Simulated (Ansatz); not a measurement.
Isolated molecules relaxed with PBE0-D4/def2-TZVP in Ansatz; ΔE leaves out vibrations. CCSD(T)/CBS adds triple-zeta CCSD(T) − MP2 to the extrapolated MP2 energy (def2 sets, frozen cores). This one scheme is used for every species. DFT in def2-TZVPP. Each species was taken in one conformer, which may not be the lowest.

Consider the cleavage of the B–Al bond: `O[BH][AlH2]` + CH₃NH₂ → `CNBO` + `[AlH3]`.

Problem. Is it downhill or uphill in electronic energy at CCSD(T)/CBS, and by how much? (Best estimate.)

Solution. Computed: Downhill: ΔE = -162.3 kJ/mol.

Problem. What do these levels give: BHLYP-D4, CAM-B3LYP-D4, CCSD(T)/def2-SVP, HF/def2-TZVPP, MP2/def2-TZVPP, HF/def2-QZVPP? (Estimate.)

Solution. Ansatz gave: BHLYP-D4 -171.3, CAM-B3LYP-D4 -171.9, CCSD(T)/def2-SVP -176.6, HF/def2-TZVPP -171.1, MP2/def2-TZVPP -171.7, HF/def2-QZVPP -171.1 kJ/mol.

Largest T1 diagnostic among the species: 0.014.

From BLYP to BHLYP (50 % exact exchange), in def2-TZVPP and without D4, ΔE moves by −11.7 kJ/mol. At CCSD(T), def2-SVP lies −14.3 kJ/mol from the extrapolated value and def2-TZVPP −0.9 kJ/mol. Leaving LDA and LC-ωPBE aside and taking each functional with its dispersion term where it has one, the values, not all of them listed here, spread over 22.6 kJ/mol, from B97M-V to revPBE-D4. LDA lies −18.3 kJ/mol from PBE without D4.
